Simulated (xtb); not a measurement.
Ti(F)3(OH) (F3HOTi), SMILES [F][Ti]([F])([F])[OH], multiplicity 1. All values are semi-empirical tight-binding results from xtb (GFN2-xTB unless named), good for trends rather than for accurate numbers. Geometry: GFN2-xTB. The spin state was assumed, not searched. One conformer was computed; it need not be the lowest.

Optimised geometry:

```xyz
6

Ti     0.0000     0.0000     0.0117
F      1.3780     0.7956    -0.6066
F     -1.3780     0.7956    -0.6066
F      0.0000    -1.5912    -0.6066
O      0.0000     0.0000     1.6848
H      0.0000     0.0000     2.6437
```

For metal compounds this method's bond lengths and energies can be far off.

Computed properties:
```json
{
  "point_group_as_xtb_finds_it": "C3v",
  "orbital_gap": "5.59 eV",
  "zero_point_energy": "11.2 kcal/mol",
  "G − E(el) at 298.15 K (modified RRHO)": "-7.5 kcal/mol"
}
```

Give the atomic charges and the Wiberg bond orders between heavy atoms. (Estimate from the structure and the level; the computed values follow.)

charges (e) Ti1 1.37, F2 -0.39, F3 -0.39, F4 -0.39, O5 -0.57, H6 0.36. Bond orders Ti1–F2 0.97, Ti1–F3 0.97, Ti1–F4 0.97, Ti1–O5 1.22.
